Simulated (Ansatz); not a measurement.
The same path of ClH5Si2 + H4OSi (14 atoms, charge 0, multiplicity 1) was run twice with different band settings. Lost on the way: Si1–Si2, O9–H14. Made: Si1–O9, Si2–H14.

These are results of Ansatz, RKS PBE0-D4/cc-pVDZ, not measurements.

Relaxed end points:

```xyz
14
Properties=species:S:1:pos:R:3
Si 0.134 0.468 0.046
Si -0.319 0.257 2.344
H -1.311 -0.833 2.590
H 0.947 0.008 3.104
H -0.904 1.551 2.838
H 1.528 0.077 -0.331
H -0.102 1.865 -0.445
Cl -1.186 -0.728 -1.076
O 0.788 -2.268 1.214
Si -0.066 -3.658 0.723
H 0.120 -3.925 -0.738
H 0.425 -4.846 1.499
H -1.492 -3.379 1.047
H 1.748 -2.331 1.138
```

```xyz
14
Properties=species:S:1:pos:R:3
Si -0.001 -0.476 -0.764
Si 0.403 -0.033 3.298
H -0.952 -0.654 3.153
H 0.899 -0.233 4.697
H 0.312 1.432 3.003
H 1.216 0.253 -1.208
H -0.789 0.269 0.263
Cl -1.250 -0.710 -2.414
O 0.469 -1.966 -0.202
Si -0.202 -3.423 0.331
H 0.777 -4.502 0.007
H -0.414 -3.347 1.810
H -1.508 -3.674 -0.357
H 1.349 -0.677 2.334
```

Common settings: movable images 7; climbing image yes; spring 5.0 eV/Å²; optimiser quadratic models (default); start path through a guess of the saddle point; iteration limit 60; end points relaxed.

| run | force threshold |
| --- | --- |
| 1 | 0.05 eV/Å |
| 2 | 0.5 eV/Å |

Problem. What does each run give, and how far can it be trusted?

Solution. Run 1: converged after 36 iterations, highest image 1.461 eV above the first end. Neighbouring images differ by up to 2.1 eV, so the band resolves the path poorly. A vibrational analysis at the climbing image gives one clearly imaginary mode, 772i cm⁻¹: a first-order saddle point.
Run 2: converged after 15 iterations, highest image 1.528 eV above the first end. The threshold of 0.5 eV/Å is loose, so the images may lie well off the minimum-energy path. Neighbouring images differ by up to 2.1 eV, so the band resolves the path poorly. The order of the point at the top wasn't checked.
The orbitals stay closed-shell, which can raise the energy where a bond breaks towards radicals; this wasn't checked here.
